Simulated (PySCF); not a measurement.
The PySCF input:
```python
from pyscf import gto, scf, mp

mol = gto.M(
    atom='''
C    -0.000000   -0.000000   -0.159079
H     0.000000    0.000000    0.954475
''',
    basis='6-311+g(2d,p)',
    charge=0,
    spin=1,
    verbose=4,
)

mf = scf.UHF(mol)
mf.kernel()

pt = mp.MP2(mf, frozen=1)
pt.kernel()
print('E(MP2) = %.10f' % pt.e_tot)
```

Task: Give the SCF-reference dipole moment at the level MP2/6-311+G(2d,p) (PySCF).

Result: 1.64 D

Task: Give the SCF-reference Mulliken (on the basis functions themselves) charges in atom order at the level MP2/6-311+G(2d,p).

Result: C1 -0.11, H2 0.11

Task: Predict the total energy from MP2/6-311+G(2d,p).

Result: -38.370425 Ha

These values belong to the state on which the SCF converged, which isn't shown to be the lowest.
